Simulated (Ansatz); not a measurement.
## One elementary step

Start structure (AlSiH5ClF, closed shell), relaxed at PBE0-D4/def2-TZVP:

Al1  (-1.607, -0.011, -0.958)
F2  (-0.452, 1.210, -0.952)
H3  (-1.574, -0.979, -2.206)
H4  (-2.878, 0.243, -0.055)
Si5  (1.423, 0.045, 0.828)
Cl6  (-0.178, -1.327, 0.657)
H7  (2.041, 0.191, -0.500)
H8  (2.327, -0.658, 1.767)
H9  (0.898, 1.286, 1.420)
(Å)

The step: SiH₃Cl ([SiH3][Cl]) + AlH₂F ([F][AlH2]) → AlH₂Cl ([AlH2][Cl]) + SiH₃F ([F][SiH3]) (still joined by a long Al–F bond); bonds formed: F2–Si5; dative contacts that become bonds: Al1–Cl6; bonds broken: Si5–Cl6; bonds weakened to dative contacts: Al1–F2. Ansatz 0.2.0; basis: def2-TZVPP and def2-QZVPP; cores frozen in the correlated methods. Extrapolation: Hartree–Fock as exp(−7.88 √X), correlation as X^−2.97. Energies below are by CCSD(T) at an estimated basis limit (MP2 extrapolated from triple and quadruple zeta, plus CCSD(T) − MP2 in triple zeta).

(1) What are the electronic barrier and the energy of the step, from the start structure to the end structure? (To be estimated.)

T1 diagnostic: at most 0.011.

Results:

(1) By the calculation: Barrier 0.389 eV; step energy -0.294 eV (downhill); reverse barrier, their difference, 0.683 eV. Barrier and step energy count from the start structure, the reverse barrier from the end structure.

The saddle point: One imaginary mode of 256i cm⁻¹.
| pair | start (Å) | saddle (Å) | end (Å) |
| --- | --- | --- | --- |
| Al1–Cl6 | 2.53 | 2.26 | 2.15 |
| F2–Si5 | 2.84 | 1.87 | 1.67 |
| Al1–F2 | 1.68 | 1.81 | 2.00 |
| Si5–Cl6 | 2.12 | 2.42 | 3.34 |

Zero-point energy (harmonic, PBE0-D4): ZPE is 1.191 eV at the start and 1.204 eV at the saddle, so the barrier goes from 0.389 to 0.402 eV.

Ligand swaps between two centres remove the fluorinated layer in thermal atomic layer etching, and scramble precursors in the gas phase.

Labels in which every atom is bracketed show which atoms are joined, not bond orders.

For scale, one of the runs: CCSD(T)/def2-TZVPP, 227 basis functions, launched by `ansatz run in.yaml --threads 4 --pin off --events-out ev --progress --plain --max-ram 9574MiB`. The run took 77 s on 4 CPU threads of an Arm Neoverse V1 (shared host), with 3.4 GiB of host memory at its peak.
